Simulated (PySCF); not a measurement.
C6H4Cl, doublet, geometry from GFN2-xTB. Base run: DF-R2SCAN/pcseg-1 in PySCF.

PySCF was given this input:
```python
from pyscf import gto, scf, dft

mol = gto.Mole()
mol.atom = '''
    Cl   -1.231582    1.787798    0.110374
    C    -0.249033    0.361503    0.022318
    C    -0.864786   -0.878489   -0.029949
    C    -0.074670   -2.024217   -0.100697
    C     1.277859   -1.854976   -0.114522
    C     1.918991   -0.653050   -0.064591
    C     1.130021    0.493467    0.006179
    H    -1.940957   -0.957406   -0.016142
    H    -0.535099   -2.998959   -0.142174
    H     2.994618   -0.571348   -0.078248
    H     1.588040    1.469710    0.047770
'''
mol.basis = 'pcseg-1'
mol.charge = 0
mol.spin = 1
mol.verbose = 4
mol.symmetry = True
mol.build()

mf = dft.UKS(mol)
mf.xc = 'r2scan'
mf = mf.density_fit(auxbasis='def2-universal-jkfit')
mf.kernel()
mf.analyze()
```

Each row names what was changed in the base input (with any setting that the change needs).

```json
[
 {"change": "base", "ΔE vs base (eV)": "0.00", "point group used": "C2v", "SCF cycles": "14"},
 {"change": "irrep_nelec = A1:(15, 14) A2:(2, 1) B1:(4, 4) B2:(8, 9)", "ΔE vs base (eV)": "7.08", "point group used": "C2v", "SCF cycles": "17"},
 {"change": "symmetry = off", "ΔE vs base (eV)": "0.00", "point group used": "C1", "SCF cycles": "14"},
 {"change": "irrep_nelec = A1:(14, 14) A2:(1, 1) B1:(4, 4) B2:(10, 9)", "ΔE vs base (eV)": "8.42", "point group used": "C2v", "SCF cycles": "16"},
 {"change": "symmetry_subgroup = Cs", "ΔE vs base (eV)": "0.00", "point group used": "Cs", "SCF cycles": "14"},
 {"change": "symmetry_subgroup = C2", "ΔE vs base (eV)": "0.00", "point group used": "C2", "SCF cycles": "14"},
 {"change": "irrep_nelec = A1:(15, 14) A2:(0, 1) B1:(4, 4) B2:(10, 9)", "ΔE vs base (eV)": "8.63", "point group used": "C2v", "SCF cycles": "13"},
 {"change": "irrep_nelec = A1:(15, 14) A2:(2, 1) B1:(3, 4) B2:(9, 9)", "ΔE vs base (eV)": "4.86", "point group used": "C2v", "SCF cycles": "14"}
]
```

Open shells are given as the SCF converged; they aren't shown to be the lowest states, and a large step between rows can be another state.
